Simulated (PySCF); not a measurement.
In(Me)3 (C3H9In), SMILES [CH3][In]([CH3])[CH3].

Geometry optimised at B3LYP-D3(BJ)/def2-SVP. The isomer is the one that the SMILES or the coordinates give; other isomers of the formula were not compared. The def2 effective core potentials stand for the cores of In; spin–orbit coupling is left out.

Two levels are set side by side: PBE/def2-TZVP (PySCF) and CAM-B3LYP/def2-TZVP (PySCF). Same geometry, gas phase. Differences are taken from unrounded values.

| quantity | CAM-B3LYP |
|---|---|
| orbital gap (eV) | 8.14 |
| highest occupied level (eV) | -8.29 |
| lowest empty level (eV) | -0.15 |
| mean polarisability (bohr³) | 76.8 |

Task: What does PBE give, and how far is it from CAM-B3LYP? (Estimate from the structure and the level; the computed values follow.)

Result: 
```
quantity                       PBE  PBE minus CAM-B3LYP
---------------------------  -----  -------------------
orbital gap (eV)              4.22                -3.92
highest occupied level (eV)  -5.85                 2.44
lowest empty level (eV)      -1.63                -1.49
mean polarisability (bohr³)   80.3                  3.5
```

Without exact exchange PBE keeps part of each electron's self-repulsion, which lifts occupied levels and narrows the gap. Loosely held outer electrons make PBE densities more polarisable. Differences between two approximate levels are no errors against the true value.

Rough cost on one machine, each run with all the roots and properties that it gave: CAM-B3LYP against PBE within a factor of 2.
